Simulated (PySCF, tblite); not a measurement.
Isomers of C6H9N3S. Method: GFN2-xTB as coded in tblite; computed harmonic values from a numerical Hessian at the method's own geometry, unscaled. This tight-binding method is rough: wavenumbers can miss measured ones by several per cent, in bad cases by 10 to 20. One conformer each.

Electronic energies: PBE0/pcSseg-1 single points on the GFN2-xTB geometries (PySCF, gas phase).

```json
{"SMILES": "CSc1nc(C)nnc1C", "electronic energy, lowest = 0 (kJ/mol)": "0.0"}
{"SMILES": "C=CCn1nncc1SC", "electronic energy, lowest = 0 (kJ/mol)": "117.6"}
{"SMILES": "C=Cn1nc(C)c(SC)n1", "electronic energy, lowest = 0 (kJ/mol)": "54.9"}
{"SMILES": "CCc1cc(SC)nnn1", "electronic energy, lowest = 0 (kJ/mol)": "102.2"}
{"SMILES": "C=CCn1ncc(SC)n1", "electronic energy, lowest = 0 (kJ/mol)": "90.7"}
```

Task: How do GFN2-xTB zero-point energies change the relative energies?

Result: 
```json
{"SMILES": "CSc1nc(C)nnc1C", "ZPE (kJ/mol)": "377.3", "of it from modes above 1550 cm⁻¹": "163.8", "electronic (kJ/mol)": "0.0", "with ZPE, lowest = 0 (kJ/mol)": "0.0", "lowest mode (cm⁻¹)": "9i", "rings": "1"}
{"SMILES": "C=Cn1nc(C)c(SC)n1", "ZPE (kJ/mol)": "379.5", "of it from modes above 1550 cm⁻¹": "184.7", "electronic (kJ/mol)": "54.9", "with ZPE, lowest = 0 (kJ/mol)": "57.1", "lowest mode (cm⁻¹)": "51", "rings": "1"}
{"SMILES": "C=CCn1ncc(SC)n1", "ZPE (kJ/mol)": "380.9", "of it from modes above 1550 cm⁻¹": "175.4", "electronic (kJ/mol)": "90.7", "with ZPE, lowest = 0 (kJ/mol)": "94.3", "lowest mode (cm⁻¹)": "16", "rings": "1"}
{"SMILES": "CCc1cc(SC)nnn1", "ZPE (kJ/mol)": "380.3", "of it from modes above 1550 cm⁻¹": "163.7", "electronic (kJ/mol)": "102.2", "with ZPE, lowest = 0 (kJ/mol)": "105.2", "lowest mode (cm⁻¹)": "26", "rings": "1"}
{"SMILES": "C=CCn1nncc1SC", "ZPE (kJ/mol)": "381.0", "of it from modes above 1550 cm⁻¹": "175.2", "electronic (kJ/mol)": "117.6", "with ZPE, lowest = 0 (kJ/mol)": "121.3", "lowest mode (cm⁻¹)": "36", "rings": "1"}
```

The zero-point energies span 3.7 kJ/mol, from `CSc1nc(C)nnc1C` to `C=CCn1nncc1SC`. Slightly imaginary modes are left out of the zero-point energy: `CSc1nc(C)nnc1C` 8.6i cm⁻¹. The order is unchanged.

Task: And how do the electronic energies of GFN2-xTB itself compare?

Result: `CSc1nc(C)nnc1C` 0.0; `C=Cn1nc(C)c(SC)n1` 41.9; `C=CCn1ncc(SC)n1` 85.4; `CCc1cc(SC)nnn1` 89.8; `C=CCn1nncc1SC` 101.3 kJ/mol, lowest = 0. Against the energies above, taken from the same isomer `CSc1nc(C)nnc1C`, the largest difference is 16.3 kJ/mol.

Task: What do entropy and thermal enthalpy add at 298.15 K and 1 bar (rigid rotor, harmonic oscillator, one conformer each)?

Result: 
```json
{"SMILES": "C=Cn1nc(C)c(SC)n1", "point group": "Cs", "symmetry number": "1", "S (J/(mol K))": "442.8", "H − H(0) (kJ/mol)": "32.02", "ZPE + H − H(0) − TS (kJ/mol)": "279.5"}
{"SMILES": "CCc1cc(SC)nnn1", "point group": "C1", "symmetry number": "1", "S (J/(mol K))": "441.0", "H − H(0) (kJ/mol)": "31.14", "ZPE + H − H(0) − TS (kJ/mol)": "279.9"}
{"SMILES": "C=CCn1nncc1SC", "point group": "C1", "symmetry number": "1", "S (J/(mol K))": "439.9", "H − H(0) (kJ/mol)": "30.76", "ZPE + H − H(0) − TS (kJ/mol)": "280.6"}
```

Not tabulated: `CSc1nc(C)nnc1C` (lowest mode only 9i cm⁻¹); `C=CCn1ncc(SC)n1` (lowest mode only 16 cm⁻¹).
